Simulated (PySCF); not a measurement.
Cost against size for one kind of job: PBE0-D3(BJ)/def2-SVP geometry optimisation, gas phase in PySCF; work: geometry optimisation from a GFN2-xTB start shaken at random. Hardware: Arm Neoverse N1, one thread, no GPU (shared host). Other jobs ran on the host; a repeat could differ by tens of per cent or more. Peak memory is the resident size of the whole Python process, interpreter and libraries included.

```json
{"species (SMILES)": "C#[C][Ge]([NH2])([F])[F]", "atoms": "9", "electrons": "72", "basis functions": "117", "SCF cycles": "91", "gradient evaluations": "13", "wall time": "2.1 min", "peak memory": "0.49 GiB"}
{"species (SMILES)": "O1[SiH2]O[SiH2][Te][SiH2]1", "atoms": "12", "electrons": "116", "basis functions": "138", "SCF cycles": "92", "gradient evaluations": "13", "wall time": "?", "peak memory": "?"}
{"species (SMILES)": "C[C@@H]1C[P@@]1(=O)c1ccoc1", "atoms": "19", "electrons": "82", "basis functions": "189", "SCF cycles": "46", "gradient evaluations": "6", "wall time": "?", "peak memory": "?"}
{"species (SMILES)": "[SiH3]O[SiH](O[SiH3])O[SiH2]Br", "atoms": "17", "electrons": "124", "basis functions": "191", "SCF cycles": "160", "gradient evaluations": "25", "wall time": "?", "peak memory": "?"}
{"species (SMILES)": "[CH3][Ge@@H]([GeH3])[GeH2][O][SiH3]", "atoms": "18", "electrons": "136", "basis functions": "202", "SCF cycles": "84", "gradient evaluations": "13", "wall time": "13 min", "peak memory": "0.97 GiB"}
```

Q: Estimate the withheld figures.

A: `O1[SiH2]O[SiH2][Te][SiH2]1`: 4.2 min, 0.56 GiB; `C[C@@H]1C[P@@]1(=O)c1ccoc1`: 3.6 min, 0.82 GiB; `[SiH3]O[SiH](O[SiH3])O[SiH2]Br`: 19 min, 0.89 GiB.

Q: Which species took longest, and how many times the shortest run?

A: `[SiH3]O[SiH](O[SiH3])O[SiH2]Br`, at 19 min: about 9 times the shortest (2.1 min).
